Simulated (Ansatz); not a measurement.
Geometry optimisation, Ansatz 0.2.0, RKS PBE0/6-31G.

The input (input.yaml):

```yaml
crystal:
  periodic: [false, false, false]
  atoms:
    - { symbol: "N", position_ang: [-0.135, -1.4727, 1.1567] }
    - { symbol: C, position_ang: [0.176, -0.2312, 0.381] }
    - { symbol: Al, position_ang: [1.921, 0.5275, 0.9782] }
    - { symbol: C, position_ang: [0.1211, -0.418, -1.1354] }
    - { symbol: C, position_ang: [-1.0927, 0.5731, -1.1792] }
    - { symbol: C, position_ang: [-0.9592, 0.8109, 0.34] }
    - { symbol: H, position_ang: [0.5506, -2.169, 0.9458] }
    - { symbol: H, position_ang: [-1.0686, -1.7801, 0.8123] }
    - { symbol: H, position_ang: [2.1428, 1.0144, 2.5482] }
    - { symbol: H, position_ang: [3.1627, 0.661, -0.0213] }
    - { symbol: H, position_ang: [0.9177, -0.0749, -1.6902] }
    - { symbol: H, position_ang: [-0.2659, -1.441, -1.4083] }
    - { symbol: H, position_ang: [-0.8929, 1.5181, -1.7633] }
    - { symbol: H, position_ang: [-2.0919, 0.1276, -1.4219] }
    - { symbol: H, position_ang: [0.5578, 0.85124, 0.33908] }
    - { symbol: H, position_ang: [-1.8636, 0.5134, 0.9143] }
basis:
  gaussian: { orbitals: "6-31G" }
hamiltonian:
  xc: pbe0
relax:
  f_tol: 0.02
  max_steps: 50
```

Launched with:

```bash
$ ansatz run input.yaml --threads 1 --pin off --max-ram 2048MiB --backend cpu --events-out ev --progress --plain --runs-dir out
```

Question: Where does it end, and by what steps?

Answer: The run converged. Limits of this set-up: no polarisation functions. After 42 steps the energy has fallen by 7.214 eV; H10 moved furthest, 2.77 Å. Parted: C2–H15, Al3–H15. Joined: N1–Al3, C6–H15.

| step | energy less start (eV) | largest force component (eV/Å) | accepted |
| --- | --- | --- | --- |
| 0 | 0.0000 | 5.290 | yes |
| 2 | -2.8027 | 3.437 | yes |
| 4 | -4.9250 | 3.204 | yes |
| 6 | -6.2522 | 0.854 | yes |
| 8 | -6.4008 | 0.432 | yes |
| 10 | -6.4245 | 0.290 | yes |
| 12 | -6.4623 | 0.288 | yes |
| 14 | -6.4971 | 0.299 | yes |
| 16 | -6.5464 | 0.430 | yes |
| 18 | -6.5914 | 0.132 | yes |
| 20 | -6.6171 | 0.126 | yes |
| 22 | -6.6231 | 0.119 | yes |
| 24 | -6.6308 | 0.173 | yes |
| 26 | -6.6415 | 0.145 | yes |
| 28 | -6.6571 | 0.364 | yes |
| 30 | -6.7354 | 0.620 | yes |
| 32 | -6.9313 | 0.863 | yes |
| 34 | -7.1040 | 0.569 | yes |
| 36 | -7.1816 | 0.298 | yes |
| 38 | -7.2026 | 0.327 | yes |
| 40 | -7.1996 | 0.325 | no |
| 42 | -7.2136 | 0.014 | yes |

```xyz
16
Properties=species:S:1:pos:R:3
N 0.305 -1.010 1.390
C 0.249 -0.096 0.163
Al 1.910 0.245 1.194
C 0.018 -0.719 -1.224
C -0.836 0.536 -1.561
C -0.987 0.797 -0.035
H 0.396 -2.000 1.183
H -0.420 -0.844 2.082
H 3.235 -0.591 0.817
H 1.870 1.399 2.317
H 0.891 -0.932 -1.847
H -0.613 -1.620 -1.173
H -0.240 1.313 -2.047
H -1.752 0.378 -2.134
H -0.941 1.829 0.319
H -1.904 0.326 0.353
```

Time of the run: 7.6 min on 1 thread of Arm Neoverse N1 (shared host), peak memory 0.2 GiB.
